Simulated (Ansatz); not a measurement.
Total energies of `SCCCCc1ccc(/N=N/c2ccccc2)cc1` from Ansatz at PBE0-D4/def2-TZVP, gas phase (1 Eh = 27.2114 eV = 2625.5 kJ/mol). The reference geometry is relaxed at PBE-D4/def2-SVP.

```csv
state,geometry,energy (Eh)
charge 0 singlet,reference,-1127.49441
charge 1 doublet,reference,-1127.20999
charge 1 doublet,relaxed at PBE-D4/def2-SVP,-1127.22168
charge -1 doublet,reference,-1127.53687
free S atom (triplet),–,-397.97371
free C atom (triplet),–,-37.80537
free N atom (quartet),–,-54.54382
free H atom (doublet),–,-0.50104
```

Single mean-field runs in def2-TZVP are fitted with def2-universal-jkfit.

Question: Work out the vertical ionisation energy to the doublet.

Answer: E(charge 1 doublet) − E(charge 0 singlet) = -1127.20999 − (-1127.49441) = 0.28442 Eh = 7.74 eV. For comparison, −ε of the highest occupied level is 6.50 eV at this level, 1.24 eV less.

Question: Work out the vertical electron affinity, to the doublet.

Answer: E(charge 0 singlet) − E(charge -1 doublet) = -1127.49441 − (-1127.53687) = 0.04246 Eh = 1.16 eV. The basis lacks diffuse functions, which makes affinities too small.

Question: Give the fundamental gap IE − EA, the Mulliken electronegativity (IE + EA)/2 and the hardness (IE − EA)/2.

Answer: From the values in Eh: IE − EA = 0.28442 − 0.04246 = 0.24196 Eh = 6.58 eV; (IE + EA)/2 = 4.45 eV; (IE − EA)/2 = 3.29 eV. The HOMO–LUMO gap of the same run is 4.07 eV, 2.51 eV smaller than the fundamental gap.

Question: How much does the charge 1 doublet relax, and what is the adiabatic ionisation energy?

Answer: Relaxation: -1127.20999 − (-1127.22168) = 0.01169 Eh = 0.32 eV. Adiabatic ionisation energy: 0.27273 Eh = 7.42 eV, without zero-point energy. 

Question: What is the binding energy per atom against free atoms?

Answer: Atoms: 1 × (-397.97371) + 16 × (-37.80537) + 2 × (-54.54382) + 18 × (-0.50104) = -1120.96599 Eh. Binding: -1120.96599 − (-1127.49441) = 6.52842 Eh = 177.65 eV, or 4.80 eV for each of 37 atoms (no zero-point energy, no counterpoise term).

At PBE0-D4/def2-TZVP the highest occupied level of the charge -1 doublet lies above zero (up to 0.20 eV). By energy differences its removal costs 1.16 eV (vertical, to the charge 0 singlet, at PBE0-D4/def2-TZVP); self-interaction error and the lack of diffuse functions both raise the level.
